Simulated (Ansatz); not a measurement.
Consider the ligand exchange at a B–N bond: `FBN([SiH3])[SiH3]` + CH₃OH → `COBF` + `[SiH3]N[SiH3]`.

Program: Ansatz. Geometries: PBE0-D4/def2-TZVP. ΔE: electronic, gas phase. CCSD(T)/CBS is the MP2 limit (def2-TZVPP, def2-QZVPP) plus CCSD(T) − MP2 in def2-TZVPP, frozen cores. This one scheme is used for every species. Functionals use def2-TZVPP. B3LYP here is the variant with VWN-RPA as its local correlation; programs differ in this. HSE06 is defined as in plane-wave codes. One conformer a species, not always the lowest.

`FBN([SiH3])[SiH3]`:

```xyz
12

F    -0.622    2.222   -1.154
B    -1.028    1.286   -0.288
N    -0.177    0.193   -0.030
Si   -0.630   -1.075    1.087
Si    1.376    0.103   -0.851
H    -2.099    1.425    0.225
H     0.370   -1.167    2.180
H    -0.672   -2.381    0.380
H    -1.966   -0.757    1.645
H     1.195    0.033   -2.321
H     2.022   -1.146   -0.372
H     2.228    1.265   -0.501
```

CH₃OH:

Cartesian coordinates in Å:
```
C 0.039 -0.205 0.288
O -0.040 0.992 -0.450
H 0.214 0.071 1.328
H 0.869 -0.844 -0.038
H -0.890 -0.787 0.242
H -0.192 0.773 -1.371
```

`COBF`:

```xyz
8

C    -0.681   -0.396   -0.741
O    -0.075    0.713   -0.111
B     0.813    0.565    0.880
F     1.330    1.662    1.412
H    -0.328   -1.341   -0.319
H    -0.448   -0.369   -1.806
H    -1.763   -0.327   -0.615
H     1.152   -0.507    1.299
```

`[SiH3]N[SiH3]`:

Cartesian coordinates in Å:
```
Si -0.592 0.247 1.423
N 0.117 0.613 -0.107
Si 0.558 -0.462 -1.383
H -0.551 -1.226 1.590
H -2.005 0.706 1.523
H 0.161 0.902 2.528
H 0.239 1.597 -0.306
H 0.449 -1.845 -0.855
H 1.951 -0.203 -1.839
H -0.326 -0.329 -2.575
```

```json
{"level": "LDA (SPW92)", "ΔE (kJ/mol)": "-31.6", "difference from CCSD(T)/CBS": "-3.4"}
{"level": "PBE-D4", "ΔE (kJ/mol)": "-28.5", "difference from CCSD(T)/CBS": "-0.3"}
{"level": "revPBE-D4", "ΔE (kJ/mol)": "-26.2", "difference from CCSD(T)/CBS": "2.0"}
{"level": "BLYP-D4", "ΔE (kJ/mol)": "-31.9", "difference from CCSD(T)/CBS": "-3.7"}
{"level": "r2SCAN-D4", "ΔE (kJ/mol)": "-31.5", "difference from CCSD(T)/CBS": "-3.3"}
{"level": "B97M-V", "ΔE (kJ/mol)": "-35.9", "difference from CCSD(T)/CBS": "-7.7"}
{"level": "PBE0-D4", "ΔE (kJ/mol)": "-28.7", "difference from CCSD(T)/CBS": "-0.5"}
{"level": "B3LYP-D4", "ΔE (kJ/mol)": "-32.4", "difference from CCSD(T)/CBS": "-4.2"}
{"level": "r2SCANh-D4", "ΔE (kJ/mol)": "-31.4", "difference from CCSD(T)/CBS": "-3.2"}
{"level": "r2SCAN0-D4", "ΔE (kJ/mol)": "-31.3", "difference from CCSD(T)/CBS": "-3.1"}
{"level": "HSE06-D4", "ΔE (kJ/mol)": "-28.8", "difference from CCSD(T)/CBS": "-0.6"}
{"level": "BHLYP-D4", "ΔE (kJ/mol)": "-32.8", "difference from CCSD(T)/CBS": "-4.6"}
{"level": "CAM-B3LYP-D4", "ΔE (kJ/mol)": "-35.5", "difference from CCSD(T)/CBS": "-7.3"}
{"level": "ωB97X-V", "ΔE (kJ/mol)": "-31.0", "difference from CCSD(T)/CBS": "-2.8"}
{"level": "B2PLYP", "ΔE (kJ/mol)": "-35.3", "difference from CCSD(T)/CBS": "-7.1"}
{"level": "PBE-QIDH", "ΔE (kJ/mol)": "-30.3", "difference from CCSD(T)/CBS": "-2.1"}
{"level": "PBE", "ΔE (kJ/mol)": "-32.4", "difference from CCSD(T)/CBS": "-4.2"}
{"level": "revPBE", "ΔE (kJ/mol)": "-33.7", "difference from CCSD(T)/CBS": "-5.5"}
{"level": "BLYP", "ΔE (kJ/mol)": "-39.7", "difference from CCSD(T)/CBS": "-11.5"}
{"level": "r2SCAN", "ΔE (kJ/mol)": "-32.4", "difference from CCSD(T)/CBS": "-4.2"}
{"level": "PBE0", "ΔE (kJ/mol)": "-32.1", "difference from CCSD(T)/CBS": "-3.9"}
{"level": "B3LYP", "ΔE (kJ/mol)": "-38.7", "difference from CCSD(T)/CBS": "-10.5"}
{"level": "r2SCANh", "ΔE (kJ/mol)": "-32.5", "difference from CCSD(T)/CBS": "-4.3"}
{"level": "r2SCAN0", "ΔE (kJ/mol)": "-32.5", "difference from CCSD(T)/CBS": "-4.3"}
{"level": "HSE06", "ΔE (kJ/mol)": "-32.1", "difference from CCSD(T)/CBS": "-3.9"}
{"level": "BHLYP", "ΔE (kJ/mol)": "-38.7", "difference from CCSD(T)/CBS": "-10.5"}
{"level": "CAM-B3LYP", "ΔE (kJ/mol)": "-39.1", "difference from CCSD(T)/CBS": "-10.9"}
{"level": "RPA@PBE/def2-TZVPP", "ΔE (kJ/mol)": "-28.2", "difference from CCSD(T)/CBS": "0.0"}
{"level": "HF/def2-SVP", "ΔE (kJ/mol)": "-41.1", "difference from CCSD(T)/CBS": "-12.9"}
{"level": "MP2/def2-SVP", "ΔE (kJ/mol)": "-35.4", "difference from CCSD(T)/CBS": "-7.2"}
{"level": "CCSD/def2-SVP", "ΔE (kJ/mol)": "-35.5", "difference from CCSD(T)/CBS": "-7.3"}
{"level": "CCSD(T)/def2-SVP", "ΔE (kJ/mol)": "-34.6", "difference from CCSD(T)/CBS": "-6.4"}
{"level": "MP2/def2-TZVPP", "ΔE (kJ/mol)": "-28.6", "difference from CCSD(T)/CBS": "-0.4"}
{"level": "SCS-MP2/def2-TZVPP", "ΔE (kJ/mol)": "-30.8", "difference from CCSD(T)/CBS": "-2.6"}
{"level": "CCSD/def2-TZVPP", "ΔE (kJ/mol)": "-30.9", "difference from CCSD(T)/CBS": "-2.7"}
{"level": "CCSD(T)/def2-TZVPP", "ΔE (kJ/mol)": "-29.2", "difference from CCSD(T)/CBS": "-1.0"}
{"level": "HF/def2-QZVPP", "ΔE (kJ/mol)": "-42.0", "difference from CCSD(T)/CBS": "-13.8"}
{"level": "MP2/def2-QZVPP", "ΔE (kJ/mol)": "-28.2", "difference from CCSD(T)/CBS": "0.0"}
{"level": "SCS-MP2/def2-QZVPP", "ΔE (kJ/mol)": "-30.6", "difference from CCSD(T)/CBS": "-2.4"}
{"level": "MP2/CBS(def2)", "ΔE (kJ/mol)": "-27.6", "difference from CCSD(T)/CBS": "0.6"}
{"level": "CCSD(T)/CBS", "ΔE (kJ/mol)": "-28.2", "difference from CCSD(T)/CBS": "0"}
```

Task: What do rigid-rotor, harmonic-oscillator terms from PBE0-D4/def2-TZVP frequencies (298.15 K, 1 bar) make of the CCSD(T)/CBS value? (An estimate is asked.)

Result: Ansatz gave: ΔZPE = -0.6 kJ/mol, ΔH = -28.7 kJ/mol, ΔS = 24 J/(mol·K), ΔG = -36.0 kJ/mol. Modes under 50 cm⁻¹ make the entropy rough.

Largest T1 diagnostic among the species: 0.013.

In def2-TZVPP, CCSD(T) changes the Hartree–Fock value by +12.5 kJ/mol (the triples alone add +1.7 kJ/mol) and MP2 by +13.0 kJ/mol. The D4 term adds +6.3 kJ/mol with B3LYP and +3.4 kJ/mol with PBE0; it sums over pairs of atoms, weighted by their polarisabilities, and B3LYP, whose exchange is more repulsive, gets the larger term.
